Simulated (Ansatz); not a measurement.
One change: `C[SiH2]CSS` becomes `CBC[SiH2]C`.

Ansatz, PBE0-D4/def2-TZVP geometries, multiplicity 1. Each molecule was computed in one conformer, which needn't be the lowest.

```
                                          property  `C[SiH2]CSS`
               HOMO energy (B3LYP/def2-TZVPP) / eV         -6.58
               LUMO energy (B3LYP/def2-TZVPP) / eV         -0.79
           HOMO–LUMO gap (ωB97M-V/def2-TZVPP) / eV         10.48
                LUMO energy (PBE0/def2-TZVPP) / eV         -0.55
size of the dipole moment (ωB97M-V/def2-TZVPP) / D          1.50
  size of the dipole moment (B3LYP/def2-TZVPP) / D          1.48
```

Problem. Give the same properties after the change, and the shifts. (Best estimate.)

Solution. Ansatz gave: 
```
                                          property  `CBC[SiH2]C`  shift
               HOMO energy (B3LYP/def2-TZVPP) / eV         -8.18  -1.60
               LUMO energy (B3LYP/def2-TZVPP) / eV         -0.87  -0.08
           HOMO–LUMO gap (ωB97M-V/def2-TZVPP) / eV         11.87   1.39
                LUMO energy (PBE0/def2-TZVPP) / eV         -0.66  -0.11
size of the dipole moment (ωB97M-V/def2-TZVPP) / D          1.19  -0.31
  size of the dipole moment (B3LYP/def2-TZVPP) / D          1.19  -0.29
```

With PBE0 the HOMO falls by 1.57 eV and the LUMO falls by 0.11 eV, so the gap widens by about 1.46 eV. PBE moves the HOMO by -1.47 eV and ωB97M-V by -1.66 eV. Dipoles are sizes alone; their direction can turn.

B3LYP here is the variant with VWN-RPA as its local correlation; programs differ in this.
